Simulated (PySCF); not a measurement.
C2H8N2, triplet, at the geometry of the source list (a higher spin typed on purpose: for a closed-shell molecule this is an excited state) (in this run its highest filled SCF level lies above zero, so its values depend strongly on the basis, on diffuse functions most of all). Base run: HF/STO-3G (PySCF).

The PySCF input:
```python
from pyscf import gto, scf

mol = gto.Mole()
mol.atom = '''
    N     1.819500    0.328300   -0.228500
    C     0.588700    0.066600    0.496300
    C    -0.529300   -0.287200   -0.484300
    N    -1.745000   -0.605000    0.243500
    H     2.576000    0.527300    0.415600
    H     1.706800    1.135100   -0.834500
    H     0.256200    0.916000    1.120300
    H     0.757800   -0.785600    1.157900
    H    -0.231400   -1.171200   -1.052100
    H    -0.649700    0.546800   -1.199400
    H    -2.481900   -0.877200   -0.396700
    H    -2.067500    0.206100    0.762000
'''
mol.basis = 'sto-3g'
mol.charge = 0
mol.spin = 2
mol.verbose = 4
mol.build()

mf = scf.UHF(mol)
mf.kernel()
```

Each row names what was changed in the base input (with any setting that the change needs).

```json
[
 {"change": "base", "ΔE vs base (µEh)": "0.0", "fitting functions": "-", "dipole (D)": "1.82"},
 {"change": "auxbasis = def2-universal-jkfit", "ΔE vs base (µEh)": "-467", "fitting functions": "448", "dipole (D)": "1.82"},
 {"change": "auxbasis = cc-pvqz-jkfit", "ΔE vs base (µEh)": "-37.8", "fitting functions": "832", "dipole (D)": "1.82"},
 {"change": "auxbasis = def2-tzvp-ri", "ΔE vs base (µEh)": "-369", "fitting functions": "424", "dipole (D)": "1.82"},
 {"change": "auxbasis = cc-pvdz-jkfit", "ΔE vs base (µEh)": "275", "fitting functions": "464", "dipole (D)": "1.82"},
 {"change": "auxbasis = def2-universal-jfit", "ΔE vs base (µEh)": "3421", "fitting functions": "284", "dipole (D)": "1.82"},
 {"change": "auxbasis = even-tempered beta=2.0", "ΔE vs base (µEh)": "3328", "fitting functions": "240", "dipole (D)": "1.82"},
 {"change": "auxbasis = even-tempered beta=1.6", "ΔE vs base (µEh)": "2923", "fitting functions": "342", "dipole (D)": "1.82"},
 {"change": "only_dfj = on; auxbasis = def2-universal-jfit", "ΔE vs base (µEh)": "-1898", "fitting functions": "284", "dipole (D)": "1.82"},
 {"change": "auxbasis = even-tempered beta=3.0", "ΔE vs base (µEh)": "1627", "fitting functions": "156", "dipole (D)": "1.82"}
]
```

A fitting set is made for a task (jfit for Coulomb, jkfit for Coulomb and exchange, ri for correlation) and for a family of orbital bases.

Open shells are given as the SCF converged; they aren't shown to be the lowest states, and a large step between rows can be another state.
